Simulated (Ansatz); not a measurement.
`OC(F)F` and `F[CH](F)[AlH2]` differ in one atom or group.

Ansatz, PBE0-D4/def2-TZVP geometries, multiplicity 1. Each molecule was computed in one conformer, which needn't be the lowest.

```
                                          property  `OC(F)F`
               HOMO energy (B3LYP/def2-TZVPP) / eV     -9.77
                 HOMO energy (PBE/def2-TZVPP) / eV     -8.12
           HOMO–LUMO gap (ωB97M-V/def2-TZVPP) / eV     15.13
               LUMO energy (B3LYP/def2-TZVPP) / eV      0.68
size of the dipole moment (ωB97M-V/def2-TZVPP) / D      0.76
             LUMO energy (ωB97M-V/def2-TZVPP) / eV      2.56
```

**Question.** What does the change do to each property? (Estimate.)

**Answer.** Ansatz gave: 
```json
{"property": "HOMO energy (B3LYP/def2-TZVPP) / eV", "`F[CH](F)[AlH2]`": "-8.03", "shift": "1.74"}
{"property": "HOMO energy (PBE/def2-TZVPP) / eV", "`F[CH](F)[AlH2]`": "-6.73", "shift": "1.39"}
{"property": "HOMO–LUMO gap (ωB97M-V/def2-TZVPP) / eV", "`F[CH](F)[AlH2]`": "11.32", "shift": "-3.81"}
{"property": "LUMO energy (B3LYP/def2-TZVPP) / eV", "`F[CH](F)[AlH2]`": "-1.06", "shift": "-1.74"}
{"property": "size of the dipole moment (ωB97M-V/def2-TZVPP) / D", "`F[CH](F)[AlH2]`": "1.35", "shift": "0.59"}
{"property": "LUMO energy (ωB97M-V/def2-TZVPP) / eV", "`F[CH](F)[AlH2]`": "0.77", "shift": "-1.79"}
```

With PBE0 the HOMO rises by 1.84 eV and the LUMO falls by 1.93 eV, so the gap narrows by about 3.77 eV. PBE moves the HOMO by 1.39 eV and ωB97M-V by 2.02 eV. The zero-point energy changes by -7.9 kJ/mol with +3 modes. Dipoles are sizes alone; their direction can turn.

B3LYP here is the variant with VWN-RPA as its local correlation; programs differ in this.
